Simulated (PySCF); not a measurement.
**`C[C@H](F)[C@H](C)C#[N+][SiH3]`, [C$_{5}$H$_{11}$FNSi]+, charge +1**

Geometry:
| atom | x (Å) | y (Å) | z (Å) |
| --- | --- | --- | --- |
| C1 | -2.629 | -0.836 | -0.326 |
| C2 | -1.117 | -0.847 | -0.416 |
| F3 | -0.620 | -1.929 | 0.273 |
| C4 | -0.473 | 0.426 | 0.225 |
| C5 | -0.803 | 1.716 | -0.543 |
| C6 | 0.923 | 0.223 | 0.285 |
| N7 | 2.056 | 0.019 | 0.295 |
| Si8 | 3.812 | -0.423 | 0.374 |
| H9 | -3.000 | -1.802 | -0.661 |
| H10 | -3.050 | -0.067 | -0.967 |
| H11 | -2.958 | -0.681 | 0.699 |
| H12 | -0.775 | -0.959 | -1.453 |
| H13 | -0.838 | 0.500 | 1.259 |
| H14 | -1.866 | 1.919 | -0.465 |
| H15 | -0.540 | 1.618 | -1.593 |
| H16 | -0.264 | 2.560 | -0.123 |
| H17 | 4.385 | 0.858 | -0.013 |
| H18 | 3.907 | -0.800 | 1.776 |
| H19 | 3.838 | -1.485 | -0.619 |

Total charge +1.

Level of theory: TDDFT B3LYP/def2-SVPD circular dichroism and optical rotation, one conformer, gas phase in PySCF 2.14.0. Geometry: GFN2-xTB.

The molecule is flexible and this is one conformer; a measurement averages over conformers.

Problem. Draw the ECD and absorption spectra from the lowest 16 states, each a Gaussian of half-width 0.25 eV at 1/e height.

Solution. 
```tsv
E (eV)	λ (nm)	Δε (L mol⁻¹ cm⁻¹)	ε (L mol⁻¹ cm⁻¹)
5.90	210	+0.07	12.7
6.00	207	+0.37	69.9
6.10	203	+1.46	289
6.20	200	+4.24	908
6.30	197	+9.04	2180
6.40	194	+14.09	4040
6.50	191	+15.95	5820
6.60	188	+13.01	6510
6.70	185	+7.55	5640
6.80	182	+3.20	3770
6.90	180	+1.39	2050
7.00	177	+1.32	1220
7.10	175	+1.53	1280
7.20	172	+1.01	1710
7.30	170	-0.25	2010
7.40	168	-0.86	2260
7.50	165	+1.02	3680
7.60	163	+5.57	8230
7.70	161	+9.59	16900
7.80	159	+8.30	27700
7.90	157	+1.61	35200
8.00	155	-3.67	34900
8.10	153	-2.36	27000
```
Δε uses R in velocity form, ε uses f in length form. Only the states computed contribute, so the short-wavelength end is incomplete.
